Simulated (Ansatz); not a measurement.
The cluster As3⁻. The state is a singlet with charge -1. Geometry B3LYP-D4/def2-TZVPD; atoms count from 1.

| atom | x (Å) | y (Å) | z (Å) |
| --- | --- | --- | --- |
| As1 | -2.024 | -0.671 | 0.439 |
| As2 | 0.000 | 0.000 | 0.000 |
| As3 | 2.024 | 0.671 | -0.439 |

The restricted singlet is unstable towards broken spin symmetry in Hartree–Fock (as tested in another run); at PBE0-D4/def2-TZVPD this wasn't settled. Another isomer (triplet) lies 0.82 eV lower at PBE0-D4/def2-TZVPD; other spin states weren't run for this one.

Question: Estimate the Mulliken populations from the PBE0/def2-TZVPD orbitals of Ansatz.

Answer: 
| atom | charge (e) |
| --- | --- |
| As1 | -0.38 |
| As2 | -0.24 |
| As3 | -0.38 |
Mulliken values and Mayer orders depend strongly on the basis. With diffuse functions, as here, like atoms can get unlike values, and bond orders can come out too low or too high.

Question: And the Mayer bond orders between bonded heavy atoms (over 0.3)?

Answer: As1–As2 2.08 (2.18 Å); As2–As3 2.08 (2.18 Å). Values over 0.3 also appear between atoms too far apart for a bond (As1–As3 0.63 at 4.35 Å); they arise where an orbital or an unpaired electron spreads over both atoms.
